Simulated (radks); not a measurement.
The numbers below are computed, except where a source is named.
Effect of the nuclear size on the gadolinium ion Gd+, [Xe] 4f7 5d1 6s1. Level of theory: Dirac Kohn-Sham, PBE, spin-unpolarised, spherical densities, finite nucleus; open shells are shared between the two j in proportion to 2j + 1; Fermi nuclear charge, rms radius 5.1569 fm (a radial shooting solver on a logarithmic mesh with Libxc functionals). The rms radius is varied about that value; shifts are against it.

[
 {"rms radius (fm)": "4.4607", "total energy shift (eV)": "-5.32", "density at nucleus (e/bohr^3)": "6.521e+05", "1s1/2 shift (meV)": "-2190", "2s1/2 shift (meV)": "-282", "5s1/2 shift (meV)": "-2.25", "5p1/2 shift (meV)": "0.184", "6s1/2 shift (meV)": "-0.219", "5d5/2 shift (meV)": "0.119", "6p1/2 (empty) shift (meV)": "0.052"},
 {"rms radius (fm)": "4.6567", "total energy shift (eV)": "-3.88", "density at nucleus (e/bohr^3)": "6.45e+05", "1s1/2 shift (meV)": "-1600", "2s1/2 shift (meV)": "-206", "5s1/2 shift (meV)": "-1.64", "5p1/2 shift (meV)": "0.134", "6s1/2 shift (meV)": "-0.160", "5d5/2 shift (meV)": "0.087", "6p1/2 (empty) shift (meV)": "0.038"},
 {"rms radius (fm)": "5.1569", "total energy shift (eV)": "0", "density at nucleus (e/bohr^3)": "6.285e+05", "1s1/2 shift (meV)": "0.000", "2s1/2 shift (meV)": "0.000", "5s1/2 shift (meV)": "0.000", "5p1/2 shift (meV)": "0.000", "6s1/2 shift (meV)": "0.000", "5d5/2 shift (meV)": "0.000", "6p1/2 (empty) shift (meV)": "0.000"},
 {"rms radius (fm)": "5.3219", "total energy shift (eV)": "1.34", "density at nucleus (e/bohr^3)": "6.235e+05", "1s1/2 shift (meV)": "554", "2s1/2 shift (meV)": "71.3", "5s1/2 shift (meV)": "0.570", "5p1/2 shift (meV)": "-0.046", "6s1/2 shift (meV)": "0.055", "5d5/2 shift (meV)": "-0.030", "6p1/2 (empty) shift (meV)": "-0.013"},
 {"rms radius (fm)": "6.1161", "total energy shift (eV)": "8.25", "density at nucleus (e/bohr^3)": "6.017e+05", "1s1/2 shift (meV)": "3400", "2s1/2 shift (meV)": "438", "5s1/2 shift (meV)": "3.50", "5p1/2 shift (meV)": "-0.285", "6s1/2 shift (meV)": "0.341", "5d5/2 shift (meV)": "-0.184", "6p1/2 (empty) shift (meV)": "-0.081"}
]

Slopes of the eigenvalues against <r^2> in GHz/fm^2, as finite differences over the two radii next to the reference (eigenvalue slopes, not the field-shift constants of lines): 1s1/2 78400, 2s1/2 10100, 5s1/2 80.7, 5p1/2 -6.58, 6s1/2 7.86, 5d5/2 -4.25, 6p1/2 (empty) -1.86.
